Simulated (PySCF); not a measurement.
CdCl₃⁻: adding exact exchange

Base calculation in PySCF with density fitting and no spin–orbit coupling, PBE/def2-SVPD (scalar-relativistic core potentials): singlet, D3h, Cd–Cl 2.442 Å (×3); wavenumbers 70 (×2), 85, 262, 284 (×2) cm⁻¹; gap between the highest occupied and lowest empty levels 4.29 eV, polar-tensor charge of Cd 1.26 e.

**Question.** What changes on going to PBE0/def2-SVPD (scalar-relativistic core potentials)?

**Answer.** The point group stays the same. Changes: mean bond to Cd -0.018 Å, highest wavenumber +13 cm⁻¹, lowest wavenumber +3 cm⁻¹, gap between the highest occupied and lowest empty levels +2.27 eV, polar-tensor charge of Cd +0.08 e. The new structure has Cd–Cl 2.424 Å (×3), with wavenumbers 73 (×2), 89, 275, 297 (×2) cm⁻¹. Exact exchange shortens and stiffens the bonds and opens the gap, the usual pattern.

The structures come from searches over a few start shapes, so lower isomers are not excluded.
